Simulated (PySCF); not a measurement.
# Cost of excited-state runs on [Be(ox)2]2- (SMILES O=C1[O][Be-2]2([O]C1=O)[O]C(=O)C(=O)[O]2), charge -2

Bonds: Be1-O2 1.636 Å, Be1-O7 1.628 Å, Be1-O8 1.635 Å, Be1-O13 1.633 Å, O2-C3 1.280 Å, C3-O4 1.223 Å, C3-C5 1.534 Å, C5-O6 1.223 Å, C5-O7 1.281 Å, O8-C9 1.280 Å, C9-O10 1.223 Å, C9-C11 1.534 Å, C11-O12 1.223 Å, C11-O13 1.280 Å.

Total charge -2.

PySCF with density fitting, on 1 thread of an Arm Neoverse N1, shared host. Command: `OMP_NUM_THREADS=1 python excited_run.py task.json out`

Q: How long does each of these runs take, and how much memory?
- magnetisability and related constants, PBE0/def2-SVP; usual settings
- magnetisability and related constants, PW91/def2-SVP; usual settings

A: 
```
                                  run          level  basis functions  wall time  peak memory (GiB)
magnetisability and related constants  PBE0/def2-SVP              177       56 s               0.78
magnetisability and related constants  PW91/def2-SVP              177       68 s               0.65
```
Times from a shared host are rough.
